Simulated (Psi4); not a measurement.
I4Ta (SMILES [I][Ta+]([I])([I])[I]), charge +1, singlet, at a GFN2-xTB geometry (such geometries of metal compounds can be far from the true shape) (the multiplicity is a formal guess) (core potentials on I, Ta); PBE0/def2-SVP (Psi4 1.11).

Input for Psi4:
```
memory 2 GB

molecule mol {
1 1
Ta   -0.000000    0.000000    0.000000
I     2.110035   -0.609754   -1.508469
I     0.788694    0.387424    2.515430
I    -1.140795    2.222968   -0.925489
I    -1.757935   -2.000638   -0.081473
}

set {
  basis def2-svp
  reference rks
  e_convergence 1e-10
}

energy('pbe0')
print_variables()
```

Output, abridged:

```
   => Loading Basis Set <=

    Name: DEF2-SVP
    Role: ORBITAL
    Keyword: BASIS

    !!!  WARNING: ECP capability is in beta. Please check occupations closely.  !!!

         ---------------------------------------------------------
                                   SCF
               by Justin Turney, Rob Parrish, Andy Simmonett
                          and Daniel G. A. Smith
                              RKS Reference
         ---------------------------------------------------------

  ==> Geometry <==

    Molecular point group: c1
    Full point group: C1

    Geometry (in Angstrom), charge = 1, multiplicity = 1:

       Center              X                  Y                   Z               Mass
    ------------   -----------------  -----------------  -----------------  -----------------
         TA           0.000000184303     0.000000000000     0.000000184303   180.947995800000
         I            2.110035184303    -0.609754000000    -1.508468815697   126.904471900000
         I            0.788694184303     0.387424000000     2.515430184303   126.904471900000
         I           -1.140794815697     2.222968000000    -0.925488815697   126.904471900000
         I           -1.757934815697    -2.000638000000    -0.081472815697   126.904471900000

  Running in c1 symmetry.

  Rotational constants: A =      0.00702  B =      0.00702  C =      0.00702 [cm^-1]
  Rotational constants: A =    210.34986  B =    210.34983  C =    210.34980 [MHz]
  Nuclear repulsion =  714.256211690235773

  Charge       = 1
  Multiplicity = 1
  Electrons    = 112
  Nalpha       = 56
  Nbeta        = 56

  ==> Algorithm <==

  SCF Algorithm Type is DF.
  DIIS enabled.
  MOM disabled.
  Fractional occupation disabled.
  Guess Type is SAD.
  Energy threshold   = 1.00e-10
  Density threshold  = 1.00e-06
  Integral threshold = 1.00e-12

  ==> Primary Basis <==

  Basis Set: DEF2-SVP
    Blend: DEF2-SVP
    Number of shells: 52
    Number of basis functions: 136
    Number of Cartesian functions: 149
    Spherical Harmonics?: true
    Max angular momentum: 3

  Core potential: DEF2-SVP
    Number of shells: 20
    Number of ECP primitives: 126
    Number of ECP core electrons: 172
    Max angular momentum: 3

  ==> DFT Potential <==

   => LibXC <=

    Version 7.1.2
    S. Lehtola, C. Steigemann, M. J. T. Oliveira, and M. A. L. Marques,  SoftwareX 7, 1–5 (2018) (10.1016/j.softx.2017.11.002)

   => Composite Functional: PBE0 <=

    PBE0 Hyb-GGA Exchange-Correlation Functional

    C. Adamo and V. Barone,  J. Chem. Phys. 110, 6158 (1999) (10.1063/1.478522)
    M. Ernzerhof and G. E. Scuseria,  J. Chem. Phys. 110, 5029 (1999) (10.1063/1.478401)

    Deriv               =              1
    GGA                 =           TRUE
    Meta                =          FALSE

    Exchange Hybrid     =           TRUE
    MP2 Hybrid          =          FALSE

   => Exchange Functionals <=

    0.7500   Perdew, Burke & Ernzerhof

   => Exact (HF) Exchange <=

    0.2500               HF

   => Correlation Functionals <=

    1.0000   Perdew, Burke & Ernzerhof

   => LibXC Density Thresholds  <==

    XC_HYB_GGA_XC_PBEH:  1.00E-15

   => Molecular Quadrature <=

    Radial Scheme          =       TREUTLER
    Pruning Scheme         =           NONE
    Nuclear Scheme         =       TREUTLER

    Blocking Scheme        =         OCTREE
    BS radius alpha        =              1
    Pruning alpha          =              1
    Radial Points          =             75
    Spherical Points       =            302
    Total Points           =         105874
    Total Blocks           =            924
    Max Points             =            253
    Max Functions          =            126
    Weights Tolerance      =       1.00E-15

   => Loading Basis Set <=

    Name: (DEF2-SVP AUX)
    Role: JKFIT
    Keyword: DF_BASIS_SCF

  ==> Integral Setup <==

  SCF_SUBTYPE=INCORE selected. In-core MEM_DF algorithm will be used.
  Using in-core AOs.

  ==> MemDFJK: Density-Fitted J/K Matrices <==

    J tasked:                   Yes
    K tasked:                   Yes
    wK tasked:                   No
    Algorithm:                 Core
    Schwarz Cutoff:           1E-12
    Mask sparsity (%):       7.3638
    Fitting Condition:        1E-10

   => Auxiliary Basis Set <=

  Basis Set: (DEF2-SVP AUX)
    Blend: DEF2-UNIVERSAL-JKFIT
    Number of shells: 229
    Number of basis functions: 1099
    Number of Cartesian functions: 1577
    Spherical Harmonics?: true
    Max angular momentum: 6

  Minimum eigenvalue in the overlap matrix is 9.5259049608E-03.
  Reciprocal condition number of the overlap matrix is 2.2479143794E-03.
    Using symmetric orthogonalization.

  ==> Pre-Iterations <==

  SCF Guess: Superposition of Atomic Densities via on-the-fly atomic UHF (no occupation information).

   -------------------------
    Irrep   Nso     Nmo
   -------------------------
     A        136     136
   -------------------------
    Total     136     136
   -------------------------

  ==> Iterations <==

                           Total Energy        Delta E     RMS |[F,P]|

   @DF-RKS iter SAD: -1236.15985211968064   -1.23616e+03   0.00000e+00
   @DF-RKS iter   1: -1246.69208437516181   -1.05322e+01   9.29204e-03 DIIS/ADIIS
   @DF-RKS iter   2: -1234.97377543363677    1.17183e+01   2.93216e-02 DIIS/ADIIS
   @DF-RKS iter   3: -1247.69116605550698   -1.27174e+01   3.43516e-03 DIIS/ADIIS
   @DF-RKS iter   4: -1247.69846537399371   -7.29932e-03   2.81571e-03 DIIS/ADIIS
   @DF-RKS iter   5: -1247.79054860421547   -9.20832e-02   7.02634e-04 DIIS/ADIIS
   @DF-RKS iter   6: -1247.79402548800817   -3.47688e-03   3.59103e-04 DIIS/ADIIS
   @DF-RKS iter   7: -1247.79602986218060   -2.00437e-03   5.61497e-05 DIIS
   @DF-RKS iter   8: -1247.79606857914314   -3.87170e-05   2.17996e-05 DIIS
   @DF-RKS iter   9: -1247.79607555429197   -6.97515e-06   9.19346e-06 DIIS
   @DF-RKS iter  10: -1247.79607658738041   -1.03309e-06   1.69458e-06 DIIS
   @DF-RKS iter  11: -1247.79607662868261   -4.13022e-08   3.79192e-07 DIIS
   @DF-RKS iter  12: -1247.79607663094862   -2.26601e-09   1.70407e-07 DIIS
   @DF-RKS iter  13: -1247.79607663133766   -3.89036e-10   2.69715e-08 DIIS
   @DF-RKS iter  14: -1247.79607663134766   -1.00044e-11   1.30087e-08 DIIS
  Energy and wave function converged.

  ==> Post-Iterations <==

   Electrons on quadrature grid:
      Ntotal   =  111.9999983861 ; deviation = -1.614e-06

    Orbital Energies [Eh]
    ---------------------

    Doubly Occupied:

[...]
    Virtual:

[...]
    Final Occupation by Irrep:
              A
    DOCC [    56 ]
    NA   [    56 ]
    NB   [    56 ]

  @DF-RKS Final Energy: -1247.79607663134766

   => Energetics <=

    Nuclear Repulsion Energy =            714.2562116902357729
    One-Electron Energy =               -3573.9658616798255935
    Two-Electron Energy =                1684.6798201028852873
    DFT Exchange-Correlation Energy =     -72.7662467446433538
    Empirical Dispersion Energy =           0.0000000000000000
    VV10 Nonlocal Energy =                  0.0000000000000000
    Total Energy =                      -1247.7960766313476597

Computation Completed

Properties will be evaluated at   0.000000,   0.000000,   0.000000 [a0]

Properties computed using the SCF density matrix

 Multipole Moments:

 ------------------------------------------------------------------------------------
     Multipole            Electronic (a.u.)      Nuclear  (a.u.)        Total (a.u.)
 ------------------------------------------------------------------------------------

 L = 1.  Multiply by 2.5417464519 to convert [e a0] to [Debye]
 Dipole X            :          0.0000184           -0.0000079            0.0000105
 Dipole Y            :          0.0000122            0.0000000            0.0000122
 Dipole Z            :         -0.0000016           -0.0000079           -0.0000094
 Magnitude           :                                                    0.0000187

 ------------------------------------------------------------------------------------

  Variable Map:
  ----------------------------------------------------------------------------
[...]
  Array Variable Map:
  ----------------------------------------------------------------------------
[...]
[...]
```
